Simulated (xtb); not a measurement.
xtb input file for Mo(S)2(OH)2 (H2MoO2S2), SMILES [OH][Mo]([OH])(=[S])=[S], multiplicity 1, GFN2-xTB. 

```
$ xtb mol.xyz --gfn 2 --sp --chrg 0 --uhf 0 --json
$ cat mol.xyz
7

Mo     0.00000000    -0.00000000    -0.30336278
S     -1.70894955     0.00000000     1.01363669
S      1.70894954    -0.00000000     1.01363669
O      0.00000000    -1.58862615    -1.05552582
H     -0.00000000    -2.48640322    -1.40336222
O      0.00000001     1.58862615    -1.05552581
H      0.00000001     2.48640323    -1.40336221
```

Output:

```
[banner left out]
          |                Calculation Setup                |
           -------------------------------------------------



           -------------------------------------------------
          |                 G F N 2 - x T B                 |
           -------------------------------------------------

        Reference                      10.1021/acs.jctc.8b01176
      * Hamiltonian:
        H0-scaling (s, p, d)           1.850000    2.230000    2.230000
        zeta-weighting                 0.500000
      * Dispersion:
        s8                             2.700000
        a1                             0.520000
        a2                             5.000000
        s9                             5.000000
      * Repulsion:
        kExp                           1.500000    1.000000
        rExp                           1.000000
      * Coulomb:
        alpha                          2.000000
        third order                    shell-resolved
        anisotropic                    true
        a3                             3.000000
        a5                             4.000000
        cn-shift                       1.200000
        cn-exp                         4.000000
        max-rad                        5.000000


          ...................................................
          :                      SETUP                      :
          :.................................................:
          :  # basis functions                  40          :
          :  # atomic orbitals                  37          :
          :  # shells                           15          :
          :  # electrons                        32          :
          :  max. iterations                   250          :
          :  Hamiltonian                  GFN2-xTB          :
          :  restarted?                      false          :
          :  GBSA solvation                  false          :
          :  PC potential                    false          :
          :  electronic temp.          300.0000000     K    :
          :  accuracy                    1.0000000          :
          :  -> integral cutoff          0.2500000E+02      :
          :  -> integral neglect         0.1000000E-07      :
          :  -> SCF convergence          0.1000000E-05 Eh   :
          :  -> wf. convergence          0.1000000E-03 e    :
          :  Broyden damping             0.4000000          :
          :  net charge                          0          :
          :  unpaired electrons                  0          :
          ...................................................

 iter      E             dE          RMSdq      gap      omega  full diag
   1    -17.1917263 -0.171917E+02  0.184E+01    1.70       0.0  T
   2    -16.5152422  0.676484E+00  0.306E+01    5.01       1.0  T
   3    -17.8056045 -0.129036E+01  0.631E+00    2.72       1.0  T
   4    -17.9145726 -0.108968E+00  0.528E+00    2.22       1.0  T
   5    -17.8911278  0.234447E-01  0.473E+00    2.38       1.0  T
   6    -17.9196556 -0.285278E-01  0.189E+00    1.91       1.0  T
   7    -17.9170031  0.265253E-02  0.194E+00    1.90       1.0  T
   8    -17.9223254 -0.532234E-02  0.237E-01    2.00       1.0  T
   9    -17.9223868 -0.613480E-04  0.231E-01    2.04       1.0  T
  10    -17.9224621 -0.753669E-04  0.524E-02    2.03       1.0  T
  11    -17.9224651 -0.296466E-05  0.192E-02    2.02       2.0  T
  12    -17.9224654 -0.299639E-06  0.241E-03    2.02      15.7  T
  13    -17.9224654 -0.129861E-07  0.124E-03    2.02      30.5  T
  14    -17.9224654 -0.795417E-09  0.436E-04    2.02      86.6  T
  15    -17.9224654 -0.838476E-10  0.262E-04    2.02     144.1  T

   *** convergence criteria satisfied after 15 iterations ***

         #    Occupation            Energy/Eh            Energy/eV
      -------------------------------------------------------------
         1        2.0000           -0.7600789             -20.6828
       ...           ...                  ...                  ...
        10        2.0000           -0.5337432             -14.5239
        11        2.0000           -0.4397174             -11.9653
        12        2.0000           -0.4223838             -11.4936
        13        2.0000           -0.4081599             -11.1066
        14        2.0000           -0.4074605             -11.0876
        15        2.0000           -0.3894800             -10.5983
        16        2.0000           -0.3817365             -10.3876 (HOMO)
        17                         -0.3073770              -8.3642 (LUMO)
        18                         -0.2767104              -7.5297
        19                         -0.2561276              -6.9696
        20                         -0.2395324              -6.5180
        21                         -0.2060622              -5.6072
       ...                                ...                  ...
        37                          0.7136268              19.4188
      -------------------------------------------------------------
                  HL-Gap            0.0743595 Eh            2.0234 eV
             Fermi-level           -0.3445568 Eh           -9.3759 eV

 SCC (total)                   0 d,  0 h,  0 min,  0.006 sec
 SCC setup                      ...        0 min,  0.000 sec (  1.033%)
 Dispersion                     ...        0 min,  0.000 sec (  0.688%)
 classical contributions        ...        0 min,  0.000 sec (  0.135%)
 integral evaluation            ...        0 min,  0.001 sec ( 16.075%)
 iterations                     ...        0 min,  0.003 sec ( 53.930%)
 molecular gradient             ...        0 min,  0.002 sec ( 27.242%)
 printout                       ...        0 min,  0.000 sec (  0.804%)

         :::::::::::::::::::::::::::::::::::::::::::::::::::::
         ::                     SUMMARY                     ::
         :::::::::::::::::::::::::::::::::::::::::::::::::::::
         :: total energy             -17.835419772941 Eh    ::
         :: gradient norm              0.000080529662 Eh/a0 ::
         :: HOMO-LUMO gap              2.023424952074 eV    ::
         ::.................................................::
         :: SCC energy               -17.922458212277 Eh    ::
         :: -> isotropic ES            0.093550373877 Eh    ::
         :: -> anisotropic ES          0.000852765178 Eh    ::
         :: -> anisotropic XC          0.002863428906 Eh    ::
         :: -> dispersion             -0.006668223825 Eh    ::
         :: repulsion energy           0.087038439336 Eh    ::
         :: add. restraining           0.000000000000 Eh    ::
         :: total charge              -0.000000000000 e     ::
         :::::::::::::::::::::::::::::::::::::::::::::::::::::

           -------------------------------------------------
          |                Property Printout                |
           -------------------------------------------------

    * Orbital Energies and Occupations

         #    Occupation            Energy/Eh            Energy/eV
      -------------------------------------------------------------
         1        2.0000           -0.7600789             -20.6828
       ...           ...                  ...                  ...
         4        2.0000           -0.7100187             -19.3206
         5        2.0000           -0.6322270             -17.2038
         6        2.0000           -0.6150006             -16.7350
         7        2.0000           -0.5519502             -15.0193
         8        2.0000           -0.5423534             -14.7582
         9        2.0000           -0.5400142             -14.6945
        10        2.0000           -0.5337432             -14.5239
        11        2.0000           -0.4397174             -11.9653
        12        2.0000           -0.4223838             -11.4936
        13        2.0000           -0.4081599             -11.1066
        14        2.0000           -0.4074605             -11.0876
        15        2.0000           -0.3894800             -10.5983
        16        2.0000           -0.3817365             -10.3876 (HOMO)
        17                         -0.3073770              -8.3642 (LUMO)
        18                         -0.2767104              -7.5297
        19                         -0.2561276              -6.9696
        20                         -0.2395324              -6.5180
        21                         -0.2060622              -5.6072
        22                         -0.0490545              -1.3348
        23                         -0.0170982              -0.4653
        24                          0.0050583               0.1376
        25                          0.0060158               0.1637
        26                          0.0077665               0.2113
        27                          0.0090474               0.2462
       ...                                ...                  ...
        37                          0.7136268              19.4188
      -------------------------------------------------------------
                  HL-Gap            0.0743595 Eh            2.0234 eV
             Fermi-level           -0.3445568 Eh           -9.3759 eV

     #   Z          covCN         q      C6AA      α(0)
     1  42 Mo       3.447     0.831   352.354    45.163
     2  16 S        0.922    -0.325   153.129    20.930
     3  16 S        0.922    -0.325   153.129    20.930
     4   8 O        1.609    -0.445    21.769     6.297
     5   1 H        0.806     0.354     0.578     1.194
     6   8 O        1.609    -0.445    21.769     6.297
     7   1 H        0.806     0.354     0.578     1.194

 Mol. C6AA /au·bohr⁶  :       2873.177052
 Mol. C8AA /au·bohr⁸  :     173376.363263
 Mol. α(0) /au        :        102.006235


Wiberg/Mayer (AO) data.
largest (>0.10) Wiberg bond orders for each atom

 ---------------------------------------------------------------------------
     #   Z sym  total        # sym  WBO       # sym  WBO       # sym  WBO
 ---------------------------------------------------------------------------
     1  42 Mo   6.906 --     3 S    2.115     2 S    2.115     6 O    1.290
                             4 O    1.290
     2  16 S    2.497 --     1 Mo   2.115     3 S    0.177     6 O    0.101
                             4 O    0.101
     3  16 S    2.497 --     1 Mo   2.115     2 S    0.177     6 O    0.101
                             4 O    0.101
     4   8 O    2.357 --     1 Mo   1.290     5 H    0.819     3 S    0.101
                             2 S    0.101
     5   1 H    0.874 --     4 O    0.819
     6   8 O    2.357 --     1 Mo   1.290     7 H    0.819     3 S    0.101
                             2 S    0.101
     7   1 H    0.874 --     6 O    0.819
 ---------------------------------------------------------------------------

Topologies differ in total number of bonds
Writing topology from bond orders to xtbtopo.mol

molecular dipole:
                 x           y           z       tot (Debye)
 q only:        0.000       0.000      -1.824
   full:        0.000       0.000      -3.056       7.768
molecular quadrupole (traceless):
                xx          xy          yy          xz          yz          zz
 q only:      -10.249       0.000      11.341       0.000      -0.000      -1.092
  q+dip:      -15.168       0.000      15.192       0.000      -0.000      -0.024
   full:      -15.600       0.000      15.832       0.000      -0.000      -0.232


           -------------------------------------------------
          | TOTAL ENERGY              -17.835419772941 Eh   |
          | GRADIENT NORM               0.000080529662 Eh/α |
          | HOMO-LUMO GAP               2.023424952074 eV   |
           -------------------------------------------------

------------------------------------------------------------------------
Note: The following floating-point exceptions are signalling: IEEE_UNDERFLOW_FLAG IEEE_DENORMAL
normal termination of xtb
------------------------------------------------------------------------
 total:
 SCF:
```

The calculation finished and met its thresholds.

Cost: very roughly 0.03 core-seconds.
